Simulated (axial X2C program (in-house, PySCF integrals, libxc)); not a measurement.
## SbSe⁺: from the spin-free to the two-component result

All values were computed with an axial X2C code built on PySCF integrals. Spin-free means the one-electron spin-free X2C Hamiltonian; two-component (2c) means X2C with spin–orbit coupling and atomic mean-field two-electron Coulomb and Gaunt terms, so the difference of the two also holds small scalar two-electron terms. Basis: Sb dyall-v3z [11s12p8d1f], Se dyall-v3z [8s9p6d1f] (cores contracted in-house); Gaussian nuclei, density fitting, unrestricted open shells. Masses: Sb 120.904 u, Se 79.917 u.

Spin-free state: M_S = 0, Λ = 0 (closed shell); fragments Sb+ + Se.

```json
{"level": "PW91", "Re (Å)": "2.292", "ωe (cm⁻¹)": "360.0", "De (eV)": "5.210", "μ (D)": "-1.76"}
{"level": "r2SCAN", "Re (Å)": "2.270", "ωe (cm⁻¹)": "377.7", "De (eV)": "4.857", "μ (D)": "-1.84"}
```

Dipoles are positive if Se is the positive end and refer to the centre of mass.

Two-component determinant lowest at the distance of the search:

Ω = 0 (closed shell); fragments Sb+ + Se.

| level | Re (Å) | ωe (cm⁻¹) | μ (D) |
| --- | --- | --- | --- |
| PW91 | 2.294 | 357.6 | -1.75 |
| r2SCAN | 2.272 | 375.7 | -1.84 |

(1) From the two tables, how do the constants change at the PW91 level (2c against spin-free)?

The state is a single determinant with fixed occupations, the lowest that a limited PBE0 search found. Closed shells are restricted here (equal orbitals for both partners); the stretched side of such a curve lies too high. De is counted from the lowest determinant-based energies of the atoms at the same level, without counterpoise correction. De is not given where an atomic determinant may have missed its ground term or J level, or where the truncated virtual space spoils (T). Without a current term, density functionals place determinants with orbital angular momentum somewhat too high.

Answers

(1) At the PW91 level Re goes up by 0.002 Å and ωe drops by 2.4 cm⁻¹.
